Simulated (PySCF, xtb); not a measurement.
Nb(O)(F)2(OH) (F₂HNbO₂), SMILES [F][Nb]([F])(=[O])[OH], multiplicity 1.

GFN2-xTB run with xtb 6.7.1 at its own geometry gives an orbital gap of 4.27 eV and a dipole moment of 5.63 D.

Coordinates come from a B3LYP-D3(BJ)/def2-SVP optimisation. The multiplicity is an assumed one; no other spin state was optimised. The structure was generated by enumeration; whether it is a known compound was not checked. The def2 effective core potentials stand for the cores of Nb; spin–orbit coupling is left out. One conformer was computed; it need not be the lowest.

What does CAM-B3LYP/def2-TZVP run with PySCF give? (Estimate from the structure and the level; the computed values follow.)

gap 10.91 eV (levels -11.68 and -0.77 eV), dipole 2.56 D.
